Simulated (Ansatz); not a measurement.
A nudged elastic band was laid between two geometries of CH$_{6}$AsBS$_{2}$ (11 atoms, charge 0, multiplicity 1).

All numbers below come from RKS PBE0/def2-SVP (Ansatz).

```yaml
movable_images: 5
climbing_image: yes
spring: 5.0 eV/Å²
optimiser: quadratic models (default)
start_path: through a guess of the saddle point
force_threshold: 0.05 eV/Å
iteration_limit: 60
end_points: relaxed
```

Initial state:

```xyz
11
Properties=species:S:1:pos:R:3
S 1.408 -0.849 1.819
C 1.229 -0.655 0.001
B -0.288 -0.294 -0.230
S -1.393 -1.642 -0.641
As -0.923 1.616 0.118
H 1.118 0.428 2.150
H 1.509 -1.639 -0.408
H 1.953 0.084 -0.373
H -2.564 -0.969 -0.675
H -2.058 1.614 -0.895
H 0.074 2.248 -0.845
```

Final state:

```xyz
11
Properties=species:S:1:pos:R:3
S 1.412 -0.852 1.817
C 1.231 -0.656 0.000
B -0.286 -0.293 -0.229
S -1.395 -1.638 -0.633
As -0.909 1.623 0.115
H 1.120 0.424 2.151
H 1.509 -1.638 -0.412
H 1.955 0.083 -0.375
H -2.564 -0.963 -0.665
H 0.063 2.240 -0.882
H -2.070 1.613 -0.866
```

Task: Which bonds break or form, and what moves?

Result: No bond is made or broken. The height of As5 over the plane of its neighbours goes from -0.87 to 0.87 Å. The two ends are copies of one structure, up to a mirror image or an exchange of like atoms. The height can change sign by an inversion or by a turn that exchanges like atoms.

Task: What energy profile does the band end with?

Result: The forces met the threshold. The highest image is number 3 of 0 to 6, 0.79 eV above the ends, which have the same energy within 2 meV. The profile has 2 maxima (images 1, 3) with wells between them (image 2): this band takes more than one step, which may be the mechanism or a detour left from its start path. A vibrational analysis at the climbing image gives one clearly imaginary mode, 573i cm⁻¹: a first-order saddle point.

| image | path coordinate (Å) | energy (eV) | height of As5 over the plane of its neighbours (Å) |
| --- | --- | --- | --- |
| 0 | 0.00 | 0.00 | -0.87 |
| 1 | 2.47 | 0.08 | -0.91 |
| 2 | 4.94 | 0.05 | -0.89 |
| 3 | 7.41 | 0.79 | -0.01 |
| 4 | 7.85 | 0.37 | 0.48 |
| 5 | 8.30 | 0.03 | 0.81 |
| 6 | 8.75 | 0.00 | 0.87 |

Task: What is the geometry of the highest image?

Result: 
```xyz
11
Properties=species:S:1:pos:R:3
S 1.905 -0.873 1.425
C 1.197 -0.703 -0.254
B -0.347 -0.375 -0.173
S -1.515 -1.694 0.227
As -0.883 1.439 -0.497
H 1.430 0.294 1.912
H 1.352 -1.688 -0.723
H 1.779 0.026 -0.839
H -2.660 -0.979 0.200
H 0.073 2.519 -0.855
H -2.265 1.978 -0.402
```

Time of the run: 12 min on 2 threads of Intel(R) Xeon(R) Platinum 8488C (Sapphire Rapids), on a shared host, peak memory 0.38 GiB.
